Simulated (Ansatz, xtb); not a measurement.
C2H3Cl3Si: which of two isomers lies lower

Structure I is `Cl/C=C/[SiH](Cl)Cl`, a singlet and structure II is `Cl/C=C\[SiH](Cl)Cl`, a singlet. Both are isolated molecules in the gas phase, relaxed with PBE0-D4/def2-SVP; each stands in its lowest conformer found.

Task: Which of the two would you expect CCSD(T)/def2-SVP + ΔMP2/def2-TZVPP electronic energies to favour?

Result: Not settled: CCSD(T)/def2-SVP + ΔMP2/def2-TZVPP gives E(II) − E(I) = +0.062 eV, but this leans on the basis-set step: CCSD(T) alone gives +0.041 eV.

Level by level:

| level | geometry | E(II) − E(I) (eV) | departure from the last row (eV) | job, with rough time for the two |
| --- | --- | --- | --- | --- |
| GFN2-xTB | GFN2-xTB | −0.009 | −0.071 | optimisation, 0.18 s |
| HF/STO-3G | GFN2-xTB | +0.008 | −0.053 | single point, 0.52 s |
| r2SCAN-D4/def2-SVP | GFN2-xTB | +0.020 | −0.042 | single point, 5.5 s |
| PBE0-D4/def2-SVP | PBE0-D4/def2-SVP | +0.026 | −0.035 | optimisation, 39 s |
| HF/def2-SVP | PBE0-D4/def2-SVP | +0.042 | −0.019 | part of the CCSD(T) run |
| MP2/def2-SVP | PBE0-D4/def2-SVP | +0.048 | −0.014 | part of the CCSD(T) run |
| CCSD(T)/def2-SVP | PBE0-D4/def2-SVP | +0.041 | −0.021 | single point |
| CCSD(T)/def2-SVP + ΔMP2/def2-TZVPP | PBE0-D4/def2-SVP | +0.062 |  | single point, 49 s |

As drawn, both hold the same kinds of bond in the same numbers.

GFN2-xTB, HF/STO-3G, r2SCAN-D4/def2-SVP find them nearly level. The largest departure from CCSD(T)/def2-SVP + ΔMP2/def2-TZVPP is that of GFN2-xTB, 0.071 eV. A small imaginary or near-zero mode remains, so no thermal terms are given. The last row adds to CCSD(T) the change of the MP2 difference between the two basis sets, here +0.021 eV.

The correlated steps freeze 22 core orbitals. Run with Ansatz 0.2.0, xtb 6.7.1; the last row on 2 threads of Arm Neoverse V1 on a shared host.
